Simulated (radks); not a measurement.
Results of a calculation; reference values are marked as such.
Q: Species: Sc V. Configuration: [Ne] 3s2 3p5. Code: a radial shooting solver on a logarithmic mesh with Libxc functionals. Model: Dirac Kohn-Sham, PBEsol, spin-unpolarised, spherical densities, finite nucleus; open shells fill j = l - 1/2 first; Fermi nuclear charge, rms radius 3.5459 fm.

Spin-orbit splittings of the eigenvalues, e(l+1/2) - e(l-1/2), with zeta = 2 splitting/(2l+1) and mean radii in bohr:

shell  occ.  splitting (eV)  zeta (eV)  <r> j=l-1/2  <r> j=l+1/2
2p        6           4.642      3.095       0.3057       0.3083
3p        5               ?          ?        1.085        1.091

Estimate the 3p splitting.

A: 0.5887 eV (zeta = 0.3925 eV).
